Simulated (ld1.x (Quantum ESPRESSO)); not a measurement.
# Ranking RRKJ potentials for V

All share these settings but for the change named:

vanadium (V), norm-conserving RRKJ (Kleinman–Bylander form), made with ld1.x (Quantum ESPRESSO) 7.5 (LDA (PZ), fully relativistic). Core [Ne] 3s2, reference 3p6 3d4 4s1 4p0. Waves: 3p (bound): rc 1.35 bohr; 3d (bound): rc 2.10 bohr; 4s (bound): rc 2.55 bohr. Local part: the s channel. Core correction: none. rho0 = 0.01.

Open shells are filled in proportion to 2j + 1 (rel_dist='average').

Test errors are all-electron minus pseudo excitation energies from the reference, over 3p6 3d3 4s2 4p0; 3p6 3d3 4s1 4p0; 3p6 3d3 4s0 4p0; 3p6 3d1 4s0 4p0; 3p6 3d2 4s2 4p1; 3p6 3d2 4s0 4p0; 3p6 3d4 4s0 4p0. None of these files shows a bound ghost.

The base gives 978.7 meV.

Of 7 variants that were run, those that failed, showed a ghost or another fault, or gave nearly equal values are left out.

A variant can come out equal or close to the base, since the largest error may sit in a test that the change hardly touches while other tests move.

**Question.** Rank these variants by their largest absolute test error, smallest first.
A. all radii scaled by about 1.35 (s 3.44, p 1.82, d 2.84 bohr)
B. all radii scaled by about 0.84 (s 2.14, p 1.14, d 1.76 bohr)
C. all radii scaled by about 0.96 (s 2.46, p 1.30, d 2.02 bohr)
D. all radii scaled by about 0.74 (s 1.88, p 1.00, d 1.56 bohr)
E. all radii scaled by about 1.23 (s 3.12, p 1.66, d 2.58 bohr)

**Answer.** D (817.8 meV), C (934.0 meV), B (1088.9 meV), E (3245.9 meV), A (4815.7 meV).
